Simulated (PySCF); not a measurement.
## C3H10FSi2: g tensor and hyperfine couplings

Compound: C3H10FSi2 (doublet state).
Geometry (GFN2-xTB, Å), atoms numbered from 1 in this order:
```xyz
16
C3H10FSi2 angstrom
F     -1.7136   -1.5825   -1.0208
C     -1.2030   -1.4473    0.2527
C     -0.2794   -0.2449    0.3307
Si    -1.1468    1.3232   -0.3449
C      1.0220   -0.5177   -0.4236
Si     2.1136    1.0267   -0.5352
H     -2.0652   -1.3390    0.9192
H     -0.6831   -2.3878    0.4753
H     -0.0497   -0.1017    1.3915
H     -0.5877    2.4994    0.3254
H     -0.9832    1.3934   -1.7937
H     -2.5721    1.2142   -0.0056
H      0.7738   -0.8647   -1.4294
H      1.5715   -1.3350    0.0587
H      3.2789    0.8393   -1.3981
H      2.5163    1.5333    0.7767
```

The hyperfine couplings belong to this conformer and change with its torsions.

As a line formula: `FC[C@H]([SiH3])C[SiH2]` [radical].

Level of theory: UKS B3LYP, pcH-1 on C F H Si, non-relativistic, mean-field spin-orbit, GIAO (PySCF 2.14.0). The structure is a single GFN2-xTB conformer in the gas phase; no vibrational or solvent corrections. A GFN2-xTB geometry isn't a minimum of the functional, and hyperfine couplings can be far from their values at a DFT geometry, by a factor of two or more for some ions and for spin on atoms past the first row. The SCF solution wasn't tested for stability.

| Quantity | Value |
| --- | --- |
| g1, g2, g3 | 2.00203, 2.00432, 2.00453 |
| g_iso | 2.00362 |
| Form of g | close to axial: the two nearest values differ by 8 % of g3 − g1 |
| ⟨S²⟩ | 0.7515 (exact 0.7500) |
| α and β electrons | 33, 32 |
| HOMO–LUMO gap, α and β orbitals | 6.08, 5.55 eV |
| Total energy | -799.14063 Eh |
| Basis functions | 270 |

Isotropic coupling and dipolar principal values T1 to T3, in G (MHz turned into gauss with g_iso; 10 G = 1 mT):

```json
{"atom": "F1", "isotope": "19F", "a_iso": "0.0", "of which spin–orbit": "0.0", "T1": "-0.4", "T2": "-0.2", "T3": "0.5", "Mulliken spin population": "0.00"}
{"atom": "C2", "isotope": "13C", "a_iso": "0.0", "of which spin–orbit": "0.0", "T1": "-0.1", "T2": "0.0", "T3": "0.1", "Mulliken spin population": "0.00"}
{"atom": "C3", "isotope": "13C", "a_iso": "1.5", "of which spin–orbit": "0.0", "T1": "-0.3", "T2": "-0.2", "T3": "0.5", "Mulliken spin population": "0.00"}
{"atom": "Si4", "isotope": "29Si", "a_iso": "-2.3", "of which spin–orbit": "0.0", "T1": "-0.6", "T2": "0.3", "T3": "0.4", "Mulliken spin population": "0.03"}
{"atom": "C5", "isotope": "13C", "a_iso": "4.6", "of which spin–orbit": "0.0", "T1": "-1.4", "T2": "-1.3", "T3": "2.8", "Mulliken spin population": "0.00"}
{"atom": "Si6", "isotope": "29Si", "a_iso": "-157.6", "of which spin–orbit": "0.4", "T1": "-62.6", "T2": "31.3", "T3": "31.4", "Mulliken spin population": "0.95"}
{"atom": "H7", "isotope": "1H", "a_iso": "-0.1", "of which spin–orbit": "0.0", "T1": "-0.2", "T2": "-0.1", "T3": "0.4", "Mulliken spin population": "0.00"}
{"atom": "H8", "isotope": "1H", "a_iso": "0.1", "of which spin–orbit": "0.0", "T1": "-0.3", "T2": "-0.2", "T3": "0.6", "Mulliken spin population": "0.00"}
{"atom": "H9", "isotope": "1H", "a_iso": "-0.2", "of which spin–orbit": "0.0", "T1": "-0.7", "T2": "-0.5", "T3": "1.2", "Mulliken spin population": "0.00"}
{"atom": "H10", "isotope": "1H", "a_iso": "7.4", "of which spin–orbit": "0.0", "T1": "-1.3", "T2": "-0.7", "T3": "2.0", "Mulliken spin population": "0.00"}
{"atom": "H11", "isotope": "1H", "a_iso": "3.6", "of which spin–orbit": "0.0", "T1": "-1.1", "T2": "-0.7", "T3": "1.8", "Mulliken spin population": "0.00"}
{"atom": "H12", "isotope": "1H", "a_iso": "6.4", "of which spin–orbit": "0.0", "T1": "-0.4", "T2": "-0.3", "T3": "0.7", "Mulliken spin population": "0.01"}
{"atom": "H13", "isotope": "1H", "a_iso": "0.6", "of which spin–orbit": "0.0", "T1": "-1.5", "T2": "-0.8", "T3": "2.3", "Mulliken spin population": "0.00"}
{"atom": "H14", "isotope": "1H", "a_iso": "21.2", "of which spin–orbit": "0.0", "T1": "-1.6", "T2": "0.3", "T3": "1.3", "Mulliken spin population": "0.02"}
{"atom": "H15", "isotope": "1H", "a_iso": "10.1", "of which spin–orbit": "0.0", "T1": "-3.5", "T2": "0.4", "T3": "3.1", "Mulliken spin population": "0.00"}
{"atom": "H16", "isotope": "1H", "a_iso": "11.3", "of which spin–orbit": "0.0", "T1": "-3.6", "T2": "0.4", "T3": "3.2", "Mulliken spin population": "0.00"}
```

The largest Mulliken spin population is on Si6 (+0.95). The angles at Si6 add up to 336.5°, so it is pyramidal.

Axes: g2 points within 13° of the C5–Si6 bond.

Under fast tumbling the dipolar parts average out, and these isotropic splittings remain: 1 × 1H (H14, I = 1/2, 2 lines) with 2.12 mT, 2 × 1H (H15/H16, I = 1/2, 3 lines) with 1.07 mT, 3 × 1H (H10/H11/H12, I = 1/2, 4 lines) with 0.58 mT and 1 × 1H (H13, I = 1/2, 2 lines) with 0.06 mT.

Nuclei that the bonding pattern makes equivalent are averaged, as if the motion that swaps them (rotation, inversion, ring flip) were fast. The three 1H nuclei of mean +16.2 MHz run from 10.0 to 20.8 MHz in the frozen geometry.

The 29Si coupling of Si6 (-442.1 MHz) shows only in satellite lines or after enrichment, since that isotope makes up about 4.7 % of natural silicon.

The 13C coupling of C5 (12.9 MHz) shows only in satellite lines or after enrichment, since that isotope makes up about 1.07 % of natural carbon.
